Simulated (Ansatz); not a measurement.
A structure relaxed at PBE0-D4/def2-TZVP, charge 0, multiplicity 1:

```csv
atom,x (Å),y (Å),z (Å)
O1,-1.806,-1.415,1.339
C2,-1.094,-0.746,0.692
O3,-1.155,-0.496,-0.724
Si4,0.127,0.321,-0.084
O5,1.603,-0.111,-0.547
F6,0.034,1.896,-0.048
H7,2.292,0.551,-0.629
```

Give its formula and SMILES.

CHFO3Si, `O=C1O[Si]1(O)F`.

Summarise the bond lengths by kind.

2 × C–O 1.172 to 1.440 Å; 1 × C–Si 1.799 Å; 2 × O–Si 1.606 to 1.650 Å; 1 × F–Si 1.577 Å; 1 × H–O 0.960 Å.

Results of the Gaussian-basis code of Ansatz.
